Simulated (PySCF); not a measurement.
From one molecule to another.

First species: C6H8F2OS.
Structure used (GFN2-xTB), in Å, numbered top down from 1:
```xyz
18
C6H8F2OS angstrom
O      0.8663    0.9256   -1.3137
C      0.5915    0.1517   -0.1727
C      1.9294   -0.1991    0.5034
F      1.7522   -0.9634    1.6038
F      2.5396    0.9402    0.9226
C     -0.1758   -1.1016   -0.6204
C     -1.6312   -0.6380   -0.6836
C     -1.7439    0.4537    0.3313
S     -3.1237    1.1228    0.8412
C     -0.3780    0.8488    0.7975
H      1.2832    1.7563   -1.0521
H      2.6199   -0.7195   -0.1761
H      0.1955   -1.4497   -1.5815
H     -0.0531   -1.8878    0.1243
H     -2.3509   -1.4364   -0.5053
H     -1.8517   -0.2106   -1.6658
H     -0.2527    1.9327    0.8192
H     -0.2253    0.4806    1.8163
```

Second species: 2-chloropropionitrile, C3H4ClN.
SMILES: `C[C@@H](Cl)C#N`

Levels: PBE0/pcSseg-1 for HOMO energy, LUMO energy and HOMO–LUMO gap. Geometries: GFN2-xTB. Each structure is a single optimised conformer of the isolated species, non-relativistic unless stated. Electronic properties by PySCF.

```
     property  column X  column Y
  HOMO energy  -9.19 eV  -6.39 eV
  LUMO energy  -0.86 eV  -2.11 eV
HOMO–LUMO gap   8.33 eV   4.28 eV
```

(1) Which column belongs to which species?

(2) How does each property change from the first species to the second?

## Answers

(1) Column X is the second species and column Y the first. The first has 18 atoms and 86 electrons, the second 9 and 46.

(2) HOMO energy -2.80 eV; LUMO energy +1.25 eV; HOMO–LUMO gap +4.05 eV.

